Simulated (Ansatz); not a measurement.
One change: `O[SiH](O)N[Si](F)(F)F` becomes `CC(C)(C)N[Si](F)(F)F`.

Ansatz, PBE0-D4/def2-TZVP geometries, multiplicity 1. Each molecule was computed in one conformer, which needn't be the lowest.

| property | `O[SiH](O)N[Si](F)(F)F` |
| --- | --- |
| LUMO energy (PBE0/def2-TZVPP) / eV | 0.48 |
| HOMO energy (PBE0/def2-TZVPP) / eV | -8.80 |
| HOMO energy (B3LYP/def2-TZVPP) / eV | -8.53 |
| HOMO–LUMO gap (B3LYP/def2-TZVPP) / eV | 8.64 |
| HOMO energy (ωB97M-V/def2-TZVPP) / eV | -11.16 |
| LUMO energy (B3LYP/def2-TZVPP) / eV | 0.10 |

**Question.** Give the same properties after the change, and the shifts. (Best estimate.)

**Answer.** Ansatz gave: 
```json
{"property": "LUMO energy (PBE0/def2-TZVPP) / eV", "`CC(C)(C)N[Si](F)(F)F`": "0.53", "shift": "0.05"}
{"property": "HOMO energy (PBE0/def2-TZVPP) / eV", "`CC(C)(C)N[Si](F)(F)F`": "-7.66", "shift": "1.14"}
{"property": "HOMO energy (B3LYP/def2-TZVPP) / eV", "`CC(C)(C)N[Si](F)(F)F`": "-7.43", "shift": "1.10"}
{"property": "HOMO–LUMO gap (B3LYP/def2-TZVPP) / eV", "`CC(C)(C)N[Si](F)(F)F`": "7.63", "shift": "-1.01"}
{"property": "HOMO energy (ωB97M-V/def2-TZVPP) / eV", "`CC(C)(C)N[Si](F)(F)F`": "-10.03", "shift": "1.13"}
{"property": "LUMO energy (B3LYP/def2-TZVPP) / eV", "`CC(C)(C)N[Si](F)(F)F`": "0.21", "shift": "0.11"}
```

With PBE0 the HOMO rises by 1.14 eV and the LUMO rises by 0.05 eV, so the gap narrows by about 1.09 eV. PBE moves the HOMO by 1.07 eV and ωB97M-V by 1.13 eV.

B3LYP here is the variant with VWN-RPA as its local correlation; programs differ in this.
